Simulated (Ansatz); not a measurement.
Species: CH₂S, charge 0, multiplicity 1. 
Geometry from a B3LYP-D3(BJ)/def2-TZVP (Ansatz, an electronic-structure program) optimisation:
```xyz
4

C     -0.9907     0.1914    -0.1620
S      0.5657    -0.1093     0.0925
H     -1.3280     1.0050    -0.8021
H     -1.7796    -0.4045     0.2939
```
Charge 0, spin multiplicity 1.

Property: vertical ionisation energy (to the doublet state of charge +1; each state is the SCF solution reached for its spin; the UHF <S^2> is 0.97 for the doublet (pure: 0.75); for the doublet T1 is 0.047; for the singlet the Hartree-Fock reference is unstable and T1 is 0.017), in eV. Valence correlation only, unless marked. UHF or UKS for open shells. No spin-orbit coupling. Non-relativistic. Basis-set limits of correlation are two-point, X^-3; Hartree-Fock from the larger set.

```tsv
level	program	vertical ionisation energy (eV)
PBE0/def2-TZVPD	Ansatz	9.25
```

Problem. Predict the CCSD(T)/CBS(def2-TZVPPD,def2-QZVPPD) result (Ansatz).

Solution. 9.46 eV, so PBE0/def2-TZVPD differs from it by -0.21 eV.
